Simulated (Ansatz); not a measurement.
The cluster Si₆Te₆, relaxed as a singlet with RKS PBE-D4/def2-SVP in Ansatz, starting from the GFN1-xTB geometry. Force threshold 0.03 eV/Å.

In the def2 sets Te takes a core potential; there is no spin–orbit coupling. The structure comes from a short search, and lower isomers may exist.

Start:

Cartesian coordinates in Å:
```
Si -0.894 1.370 2.827
Si -0.086 -2.024 -2.303
Si 2.805 -0.493 -1.369
Si 0.389 2.382 -1.217
Si -1.402 -0.837 0.482
Si 1.766 1.010 0.113
Te -1.884 -1.060 2.848
Te -2.495 -1.936 -1.417
Te -1.631 1.689 0.238
Te 0.986 -1.758 0.133
Te 0.794 0.391 -2.900
Te 1.651 1.266 2.565
```

Question: Estimate the energy that the relaxation releases and the steps that it takes.

Answer: 0.32 eV, in 6 steps; 54 s on 4 threads of Arm Neoverse V2 on a shared host. No frequencies were taken in this run, so the end may be a saddle point.

Question: Does the start keep its bonding?

Answer: By distances, no bond broke or formed. The bond that changes most is Si1–Te12, from 2.56 to 2.69 Å (atoms count from 1).

Question: Predict the relaxed structure.

Answer: 
```xyz
12

Si   -0.930    1.529    2.898
Si   -0.031   -2.165   -2.376
Si    2.861   -0.446   -1.414
Si    0.401    2.370   -1.142
Si   -1.402   -0.780    0.438
Si    1.742    0.980    0.158
Te   -1.890   -1.009    2.848
Te   -2.514   -1.994   -1.433
Te   -1.758    1.760    0.271
Te    1.047   -1.836    0.082
Te    0.752    0.399   -2.948
Te    1.721    1.193    2.617
```
Bond lengths: 16 × Si–Te 2.47 to 2.90 Å; 2 × Si–Si 2.33 to 2.40 Å.
